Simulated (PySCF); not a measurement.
A species of formula C4H4F4S has this rotational fingerprint, computed with PBE0/def2-SVPD in PySCF (dipole) on a GFN2-xTB geometry, gas phase:

- Rotational constants: A = 1750, B = 1073, C = 777.1 MHz
- Dipole components: |μa| = 1.05 D, |μb| = 0.59 D, |μc| = 0.67 D
- Inertial defect: -109.39 u·Å²
- κ: -0.39

Question: Which candidate fits, each taken in the one conformer that was computed?
A. `[F:1][CH2:2][C:3](=[S:4])[CH2:5][C:6]([F:7])([F:8])[F:9]` with F1–C2–C3–S4 156°, C2–C3–C5–C6 -80°
B. `[F:1][C@@H:2]1[S:3][CH2:4][C@H:5]1[C:6]([F:7])([F:8])[F:9]` with F1–C2–S3–C4 -126°, C2–S3–C4–C5 9°, S3–C4–C5–C6 -131°, F1–C2–C5–C4 129°

Answer: A. It is FCC(=S)CC(F)(F)F, an asymmetric top, point group C1. The candidates at the same level (rigid rotor, commonest isotopes):

```tsv
SMILES	A (MHz)	B (MHz)	C (MHz)	μa (D)	μb (D)	μc (D)	Δ (u·Å²)	point group	rotor
FCC(=S)CC(F)(F)F	1750	1073	777.1	1.05	0.59	0.67	-109.39	C1	asymmetric top
F[C@@H]1SC[C@H]1C(F)(F)F	2288	997.9	825.6	0.01	1.26	0.65	-115.21	C1	asymmetric top
```

`F[C@@H]1SC[C@H]1C(F)(F)F` has A 31 % too high. No structure here is proved a minimum.
